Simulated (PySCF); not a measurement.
Dissociation curve of Be2, singlet.

- RCCSD(T) = CCSD(T) on RHF/cc-pVTZ in PySCF
- UCCSD(T) = CCSD(T) on UHF/cc-pVTZ in PySCF

Energies relative to the lowest point of each curve near equilibrium, in mEh:

| R / Å | RCCSD(T) |
|---|---|
| 1.89 | 18.3 |
| 2.02 | 7.5 |
| 2.13 | 2.6 |
| 2.28 | 0.1 |
| 2.43 | 0.2 |
| 2.52 | 0.8 |
| 2.62 | 1.6 |
| 3.09 | 4.5 |
| 3.74 | 5.5 |
| 4.13 | 5.6 |
| 5.06 | 5.9 |
| 6.19 | 6.3 |

**Question.** Estimate the UCCSD(T) values at these points.

**Answer.** 1.89: 18.9; 2.02: 8.1; 2.13: 3.1; 2.28: 0.4; 2.43: 0.1; 2.52: 0.4; 2.62: 0.8; 3.09: 2.1; 3.74: 2.5; 4.13: 2.6; 5.06: 2.9; 6.19: 3.2 (mEh).

The unrestricted determinant behind UCCSD(T) is spin-contaminated at 1.89 to 7.46 Å (<S²> up to 0.9, against 0.00 for a pure singlet).
